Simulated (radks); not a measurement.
Nb I, configuration [Kr] 4d4 5s1.

All-electron calculation, Dirac Kohn-Sham, PBE, spin-unpolarised, spherical densities, point nucleus; open shells are shared between the two j in proportion to 2j + 1. Program: a radial shooting solver on a logarithmic mesh with Libxc functionals.

Energy parts (hartree):
part                       energy
total                 -3820.11076
kinetic                3954.40631
electron-nucleus      -9225.55051
Hartree                1569.90815
exchange-correlation   -118.87472

Orbitals (lengths in bohr, moments of r in powers of bohr; <r^-3> diverges for s and p1/2):
| orbital | occ. | eigenvalue (hartree) | <r^2> | <r^-3> |
|---|---|---|---|---|
| 1s1/2 | 2 | -690.8839 | 0.001757 | - |
| 2s1/2 | 2 | -96.61850 | 0.02938 | - |
| 2p1/2 | 2 | -88.66558 | 0.02224 | - |
| 2p3/2 | 4 | -85.14571 | 0.02361 | 2211 |
| 3s1/2 | 2 | -16.12173 | 0.2251 | - |
| 3p1/2 | 2 | -13.12764 | 0.2243 | - |
| 3p3/2 | 4 | -12.55754 | 0.2349 | 362.6 |
| 3d3/2 | 4 | -7.27216 | 0.2241 | 52.17 |
| 3d5/2 | 6 | -7.16604 | 0.2276 | 49.85 |
| 4s1/2 | 2 | -2.14492 | 1.525 | - |
| 4p1/2 | 2 | -1.32073 | 1.889 | - |
| 4p3/2 | 4 | -1.24370 | 1.984 | 49.04 |
| 5s1/2 | 1 | -0.14633 | 16.02 | - |
| 4d3/2 | 1.6 | -0.11520 | 6.151 | 2.912 |
| 4d5/2 | 2.4 | -0.10951 | 6.366 | 2.737 |

The highest occupied level is 4d5/2 at -2.980 eV. Summed over all electrons, <r^2> = 60.20 bohr^2, which gives a Langevin (diamagnetic) susceptibility term of -47.7 x 10^-6 cm^3/mol. The density falls to 0.001 e/bohr^3 at r = 4.83 bohr.
